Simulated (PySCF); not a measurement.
**Ag: excitation energy**

Ag [Kr] 4d10 5s1 (2S) → Ag [Kr] 4d9 5s2 (2D), as a difference of total energies. Computed with PySCF 2.14 in x2c-QZVPPall with one added diffuse shell each of s, p, d, f, g type (14s9p8d5f3g, 143 functions), with the spin-free X2C one-electron Hamiltonian (Gaussian nucleus). The calculations carry no spin-orbit coupling.

| method | excitation energy (cm⁻¹) |
| --- | --- |
| UHF | 29680 |
| r2SCANh | 32668 |
| BLYP | 30968 |
| M06-2X | 32869 |

For comparison: 32031 cm⁻¹ (measured; NIST levels, between the centres of gravity of the two terms).
